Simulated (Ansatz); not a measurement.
`[SiH3][Se][GaH][Cl]` at its PBE0-D4/def2-TZVP geometry, where that method's forces vanish. Charge 0, multiplicity 1.

| atom | x (Å) | y (Å) | z (Å) |
| --- | --- | --- | --- |
| Si1 | 0.5742 | -0.2751 | 1.4515 |
| Se2 | -1.4165 | 0.3504 | 0.5161 |
| Ga3 | -0.6896 | 0.3253 | -1.6756 |
| Cl4 | -2.2037 | 0.8561 | -3.0945 |
| H5 | 1.5903 | -0.4745 | 0.3870 |
| H6 | 0.3799 | -1.5393 | 2.2021 |
| H7 | 1.0264 | 0.7862 | 2.3835 |
| H8 | 0.7389 | -0.0290 | -2.1699 |

Question: For each bond, give half the difference of the two atoms' forces along it (eV/Å; positive pushes the atoms apart) under PBE-D4, r2SCAN-D4, B3LYP-D4, ωB97M-V in def2-TZVPP. (Estimate.)

Answer: Computed: 
| bond | length (Å) | PBE-D4 | r2SCAN-D4 | B3LYP-D4 | ωB97M-V |
| --- | --- | --- | --- | --- | --- |
| Si1–Se2 | 2.287 | 0.12 | 0.05 | 0.22 | 0.04 |
| Si1–H5 | 1.485 | 0.06 | -0.03 | -0.09 | -0.10 |
| Si1–H6 | 1.483 | 0.08 | -0.02 | -0.10 | -0.12 |
| Si1–H7 | 1.483 | 0.08 | -0.02 | -0.10 | -0.12 |
| Se2–Ga3 | 2.309 | 0.13 | 0.00 | 0.14 | -0.04 |
| Ga3–Cl4 | 2.142 | 0.20 | 0.01 | 0.21 | 0.06 |
| Ga3–H8 | 1.552 | -0.03 | -0.11 | -0.13 | -0.13 |

B3LYP here is the variant with VWN-RPA as its local correlation; programs differ in this.
